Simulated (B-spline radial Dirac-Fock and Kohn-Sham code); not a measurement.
Elastic scattering of 15 keV electrons by the free titanium atom

The computed values come from a radial B-spline solver: relativistic (Dirac) partial waves in the static field of the Dirac-Fock atom with Furness-McCarthy exchange, without polarisation or absorption potentials.

Input file task.json (cfg lists n, l and occupation; rrms is the nuclear radius in fm):

```json
{"items": [{
  "Z": 22,
  "q": 0,
  "cfg": [[1, 0, 2], [2, 0, 2], [2, 1, 6], [3, 0, 2], [3, 1, 6], [3, 2, 2], [4, 0, 2]],
  "A": 48,
  "rrms": 3.5921,
  "do": "elastic",
  "energies": [[15000.0, 0]],
  "theta": [5, 10, 15, 20, 25, 30, 35, 40, 45, 50, 55, 60, 65, 70, 75, 80, 85, 90, 95, 100, 105, 110, 115, 120, 125, 130, 135, 140, 145, 150, 155, 160, 165, 170, 175]
}]}
```

Command: `python xray2_run.py task.json out`

```csv
θ (°),dσ/dΩ (a₀²/sr),Sherman function
5,6.69,0.000
10,0.745,0.000
15,0.194,0.000
20,0.0739,0.000
25,0.0346,0.000
30,0.0184,0.000
35,0.0108,-0.001
40,0.00678,-0.003
45,0.00450,-0.005
50,0.00312,-0.007
55,0.00225,-0.010
60,0.00167,-0.013
65,0.00128,-0.015
70,0.00100,-0.018
75,0.000800,-0.021
80,0.000651,-0.024
85,0.000539,-0.027
90,0.000453,-0.029
95,0.000386,-0.032
100,0.000334,-0.033
105,0.000292,-0.035
110,0.000258,-0.036
115,0.000231,-0.036
120,0.000208,-0.036
125,0.000190,-0.035
130,0.000175,-0.034
135,0.000162,-0.032
140,0.000152,-0.030
145,0.000143,-0.027
150,0.000136,-0.024
155,0.000131,-0.021
160,0.000126,-0.017
165,0.000123,-0.013
170,0.000121,-0.009
175,0.000120,-0.004
```

The total elastic cross section is 1.05 a₀², the first transport cross section 0.0123 a₀² and the second, weighted with (3/2) sin²θ, 0.0288 a₀². The mean deflection is ⟨1 − cos θ⟩ = 0.0117, and 0.14 % of the collisions scatter beyond 90°.
